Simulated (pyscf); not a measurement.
C₅H₈ (SMILES C1=CCCC1) → C₅H₈ (SMILES C=CC1CC1), a group migration (singlet surface; C–C broken, C–C formed). PySCF, gas phase, ωB97X-D3(BJ)/def2-SVP geometries. Energies in kJ/mol from the reactant's lowest minimum found.

Small-basis levels: PySCF, no dispersion term, spherical d functions. AM1 to PM7: differences of heats of formation from MOPAC, which are fitted to 298 K values and so differ in kind from electronic energies by zero-point and thermal terms. Cost: rough CPU time at the saddle relative to B3LYP/6-31G*, from one job on a shared machine.

```tsv
level	barrier	reaction energy	cost
HF/STO-3G	699.1	+175.8	0.03
HF/6-31G*	[?]	+98.1	0.07
B3LYP/STO-3G	[?]	+157.8	0.4
B3LYP/3-21G	359.1	+120.1	0.6
B3LYP/LANL2DZ	347.2	+103.2	0.7
M06-2X/6-31G*	383.3	+87.9	3
PM3	401.8	+126.5	under 0.02
ωB97M-D3(BJ)/def2-TZVP	[?]	+91.3	–
```

### Question
Complete the blanks.

### Answer

- HF/6-31G*, barrier: 455.3
- B3LYP/STO-3G, barrier: 508.1
- ωB97M-D3(BJ)/def2-TZVP, barrier: 368.4

Against the last row the barrier runs from -21.2 (B3LYP/LANL2DZ) to +330.7 kJ/mol (HF/STO-3G). ωB97M-D3(BJ)/def2-TZVP has limits of its own. On the product side the descent ends in a point that may be a rotor saddle (no frequency run), 4.9 kJ/mol over the lowest minimum found and 286.9 kJ/mol under the saddle at ωB97X-D3(BJ)/def2-TZVP. At ωB97X-D3(BJ)/def2-TZVP the barrier from the zero used here is 385.5 kJ/mol. The same reactants have a lower exit, to cyclic C₅H₈ (SMILES [C]1CCCC1) [singlet] (barrier +291.7 kJ/mol at ωB97M-D3(BJ)/def2-TZVP, against +368.4 kJ/mol here). One saddle was located; it need not be the lowest between these sides. A restricted solution here is unstable towards spin polarisation, so biradical character is likely and single-reference numbers are less safe.
